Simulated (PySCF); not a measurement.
A structure optimised at PBE-D3(BJ)/def2-SVP, used in a PySCF frequency run:

```xyz
10

Sn     0.5969     0.0107     0.1179
N     -1.2524    -0.3333    -0.7477
C     -2.4361     0.2452    -0.1267
H      1.7253    -0.8864    -0.8319
H      0.8458     1.7149    -0.0102
H      0.6933    -0.4658     1.7922
H     -1.3871    -1.3338    -0.9377
H     -2.7196    -0.1620     0.8774
H     -3.3220     0.1176    -0.7887
H     -2.2994     1.3408     0.0003
```

**Question.** Write its SMILES and formula.

**Answer.** C[NH][SnH3], CH7NSn

**Question.** What are its rotational constants (standard atomic weights)?

**Answer.** 23.801, 2.9012, 2.7575 GHz
